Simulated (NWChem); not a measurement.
Species: AlAsH3OF; SMILES [OH][Al]([F])[AsH2]

```xyz
7

Al     0.0302     1.0120     0.2360
As    -0.3205    -1.3812     0.3481
H      0.2067    -1.4833    -1.0974
H     -1.7654    -1.1606    -0.1446
F     -1.1042     2.0892     0.8560
O      1.4987     1.6139    -0.4066
H      1.7107     2.5609    -0.4352
```
Atoms are numbered in this order, from 1.

Computed with NWChem. Pople sets run with spherical d functions. All runs use the structure optimised with PBE-D3(BJ)/def2-SVP. Vzz is the largest principal value of the second derivative of the potential at the nucleus (NWChem prints the opposite sign); η is the asymmetry. Non-relativistic.

```tsv
level	Vzz Al1 (a.u.)	η Al1	Vzz As2 (a.u.)	η As2	Vzz O6 (a.u.)	η O6
PBE0/6-31G*	0.729	0.26	-1.317	0.87	1.317	0.20
PBE0/cc-pVTZ	1.000	0.26	-1.387	0.89	1.325	0.15
CAM-B3LYP/6-31G*	0.754	0.26	-1.422	0.87	1.329	0.19
CAM-B3LYP/def2-SVP	[?]	0.27	[?]	[?]	[?]	0.17
```

Question: What belongs in the gaps?

Answer: 
- CAM-B3LYP/def2-SVP, Vzz Al1 (a.u.): 0.777
- CAM-B3LYP/def2-SVP, Vzz As2 (a.u.): -1.564
- CAM-B3LYP/def2-SVP, η As2: 0.95
- CAM-B3LYP/def2-SVP, Vzz O6 (a.u.): 1.370
